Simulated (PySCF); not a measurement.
Can point charges reproduce the dipole moment of `OB(O)[SiH2]F`?

Coordinates (PBE0-D3(BJ)/def2-SVP, Å) and charges (e) from the PBE0/pcSseg-1 density (PySCF):

```csv
atom,x,y,z,Mulliken,IAO,Hirshfeld,ESP-fitted
O1,1.335,0.581,0.873,-0.4080,-0.5246,-0.2493,-0.6706
B2,0.570,-0.181,0.047,+0.2212,+0.2501,+0.1705,+0.4895
O3,1.015,-1.287,-0.607,-0.4084,-0.5261,-0.2514,-0.6906
Si4,-1.358,0.405,-0.222,+0.8250,+0.9162,+0.3530,+0.5769
F5,-2.138,0.389,1.217,-0.4436,-0.5364,-0.2199,-0.3147
H6,2.240,0.276,1.007,+0.2289,+0.3481,+0.1792,+0.4331
H7,1.941,-1.511,-0.453,+0.2297,+0.3481,+0.1790,+0.4424
H8,-2.112,-0.494,-1.145,-0.1203,-0.1381,-0.0806,-0.1310
H9,-1.437,1.804,-0.747,-0.1244,-0.1373,-0.0805,-0.1350
```

Question: Compute μ = Σ q r for each scheme (1 e·Å = 4.803 D) and compare with the dipole of the full density.

Answer: The full density gives (4.19, -1.01, -0.75) D, 4.38 D in size; dipole vectors point from the negative to the positive end.

```
    scheme    μx     μy     μz  size (D)  share of the full size (%)  angle to the full dipole (°)
  Mulliken  1.86  -0.19  -2.23      2.90                          66                            41
       IAO  3.63  -0.58  -2.54      4.47                         102                            25
 Hirshfeld  2.57  -0.58  -0.73      2.73                          62                             6
ESP-fitted  4.19  -0.99  -0.80      4.38                         100                             1
```

Question: Which set comes closest?

Answer: Length of the difference vector: ESP-fitted 0.06 D, Hirshfeld 1.68 D, IAO 1.93 D, Mulliken 2.88 D. Closest: ESP-fitted. The schemes that divide the density aren't constrained to reproduce the dipole.

Question: What is left for the Hirshfeld atoms' own dipoles?

Answer: The shares of the density sum to the whole, so what Σ q r misses lies in dipoles about the nuclei. The atomic dipoles sum to (4.19, -1.01, -0.75) − (2.57, -0.58, -0.73) = (1.62, -0.43, -0.02) D, 1.68 D in size.

Question: With the origin at the mean of the coordinates, (0.006, -0.002, -0.004) Å, which are the largest single terms, by size, of the ESP-fitted dipole along the direction of the full one?

Answer: H7 +4.84, O3 -4.53, H6 +3.95, Si4 -3.78, F5 +3.56 D; all 9 atoms together +4.38 D. The single terms depend on the origin, their sum doesn't.

Question: Give the size of the full dipole in other units.

Answer: 4.38 D = 1.722 au = 0.911 e·Å = 14.60 × 10⁻³⁰ C·m.

Geometry: PBE0-D3(BJ)/def2-SVP, one conformer, isolated molecule.

Conformer computed: `[OH:1][B:2]([OH:3])[SiH2:4][F:5]`: O1–B2–Si4–F5 -61°, H–O1–B2–O3 -2°, H–O3–B2–O1 0°.
